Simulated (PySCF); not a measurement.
Below is a simulated gas-phase C 1s photoelectron spectrum of `C=[CH][GeH2][Ge@@H]([CH3])[SiH3]`.

Every computed line was given a Gaussian of 0.5 eV full width at half maximum and an area set by the number of equivalent atoms; the highest printed point is 100. Method used: delta-SCF UKS SCAN, pcX-2 on the ionised atom, pcseg-1 elsewhere, spin-free X2C (PySCF 2.14.0).

binding energy (eV), intensity and a bar:
```
    289.3          0 
    289.4          1 
    289.5          3 #
    289.6          9 ###
    289.7         22 #######
    289.8         45 #############
    289.9         72 ######################
    290.0         95 ############################
    290.1        100 ##############################
    290.2         85 ##########################
    290.3         58 #################
    290.4         32 ##########
    290.5         14 ####
    290.6          5 ##
    290.7          1 
    290.8          0
```

Problem. Count the maxima, the lines and the sites behind this envelope.

Solution. The curve has 1 maximum (at 290.1 eV). Under it lie 3 lines from 3 inequivalent carbon sites. At this width some lines have no maximum of their own.

Problem. Decompose the envelope and assign each component. Numbering: `[CH2:1]=[CH:2][GeH2:3][Ge@@H:4]([CH3:5])[SiH3:6]`.

Solution. 
| position (eV) | relative area | line | atoms | environment |
| --- | --- | --- | --- | --- |
| 290.03 | 1 | C 1s | C2 | alkene CH carbon |
| 290.08 | 1 | C 1s | C5 | sp3 carbon bound to germanium |
| 290.12 | 1 | C 1s | C1 | terminal =CH2 carbon |

The 3 C 1s values lie within 0.09 eV of each other; Gaussian lines of 0.5 eV full width would blend them into one maximum.

Shake-up satellites, vibrational structure and lifetime widths aren't simulated. The structure is a single PBE0-D3(BJ)/def2-SVP conformer in the gas phase; no vibrational or solvent corrections.

Conformer computed: `[CH2:1]=[CH:2][GeH2:3][Ge@@H:4]([CH3:5])[SiH3:6]`: C1–C2–Ge3–Ge4 -113°, C2–Ge3–Ge4–C5 -165°.
